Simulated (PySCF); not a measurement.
ClZn (SMILES [Cl][Zn+]), charge +1, singlet, at a GFN2-xTB geometry (such geometries of metal compounds can be far from the true shape).

The PySCF input:
```python
from pyscf import gto, scf, dft

mol = gto.Mole()
mol.atom = '''
    Zn   -0.000000   -0.000000   -0.732351
    Cl    0.000000    0.000000    1.292384
'''
mol.basis = 'def2-svp'
mol.charge = 1
mol.spin = 0
mol.verbose = 4
mol.build()

mf = dft.RKS(mol)
mf.xc = 'blyp'
mf.kernel()
mf.analyze()
```

**Question.** What does this run give for the number of basis functions, total energy, HOMO-LUMO gap, HOMO energy, nuclear repulsion energy?

**Answer.** 
- number of basis functions = 49
- total energy = -2238.9593 Eh
- HOMO-LUMO gap = 1.67 eV
- HOMO energy = -13.53 eV
- nuclear repulsion energy = 133.2917 Eh
